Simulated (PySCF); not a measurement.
Radial density of Si²⁺ (silicon, charge +2)

TPSS, [Ne] 3s2, closed-shell 1S. All numbers are calculated (PySCF 2.14, the spin-free X2C one-electron Hamiltonian (Gaussian nucleus), in jorge-DZP-DKH).

```json
{"r (bohr)": "0.00190", "4πr²ρ (e/bohr)": "0.08760"}
{"r (bohr)": "0.00319", "4πr²ρ (e/bohr)": "0.2345"}
{"r (bohr)": "0.00537", "4πr²ρ (e/bohr)": "0.5999"}
{"r (bohr)": "0.00903", "4πr²ρ (e/bohr)": "1.490"}
{"r (bohr)": "0.0152", "4πr²ρ (e/bohr)": "3.478"}
{"r (bohr)": "0.0255", "4πr²ρ (e/bohr)": "7.270"}
{"r (bohr)": "0.0430", "4πr²ρ (e/bohr)": "12.55"}
{"r (bohr)": "0.0722", "4πr²ρ (e/bohr)": "15.85"}
{"r (bohr)": "0.122", "4πr²ρ (e/bohr)": "12.83"}
{"r (bohr)": "0.204", "4πr²ρ (e/bohr)": "9.597"}
{"r (bohr)": "0.344", "4πr²ρ (e/bohr)": "13.70"}
{"r (bohr)": "0.578", "4πr²ρ (e/bohr)": "11.24"}
{"r (bohr)": "0.973", "4πr²ρ (e/bohr)": "2.935"}
{"r (bohr)": "1.64", "4πr²ρ (e/bohr)": "1.310"}
{"r (bohr)": "2.75", "4πr²ρ (e/bohr)": "0.4969"}
{"r (bohr)": "4.63", "4πr²ρ (e/bohr)": "0.01095"}
```

Densities and radii are taken from the X2C orbitals without a picture-change correction, which distorts them close to the nucleus.
